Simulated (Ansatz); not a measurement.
Results of the Gaussian-basis code of Ansatz.

CH3BiF2, SMILES `[CH3][Bi]([F])[F]` at its PBE0-D4/def2-TZVP geometry, where that method's forces vanish. The species carries charge 0 and has multiplicity 1. Bi: def2 effective core potential.

| atom | x (Å) | y (Å) | z (Å) |
| --- | --- | --- | --- |
| C1 | -0.389 | -0.822 | 0.061 |
| Bi2 | -0.372 | 1.368 | -0.306 |
| F3 | 0.656 | 1.722 | 1.384 |
| F4 | 1.235 | 1.233 | -1.506 |
| H5 | -0.727 | -1.349 | -0.832 |
| H6 | 0.638 | -1.100 | 0.295 |
| H7 | -1.042 | -1.053 | 0.904 |

(1) For each bond, give half the difference of the two atoms' forces along it (eV/Å; positive pushes the atoms apart) under PBE-D4, r2SCAN-D4, B3LYP-D4, ωB97M-V in def2-TZVPP. (Estimate.)

Answers

(1) The calculation gave: 
```
  bond  length (Å)  PBE-D4  r2SCAN-D4  B3LYP-D4  ωB97M-V
C1–Bi2       2.220    0.22       0.14      0.31    -0.12
 C1–H5       1.091    0.07      -0.03     -0.09    -0.02
 C1–H6       1.090    0.10      -0.03     -0.08    -0.03
 C1–H7       1.091    0.07      -0.03     -0.09    -0.02
Bi2–F3       2.010    0.56       0.13      0.35     0.00
Bi2–F4       2.010    0.56       0.13      0.35     0.00
```

B3LYP here is the variant with VWN-RPA as its local correlation; programs differ in this.
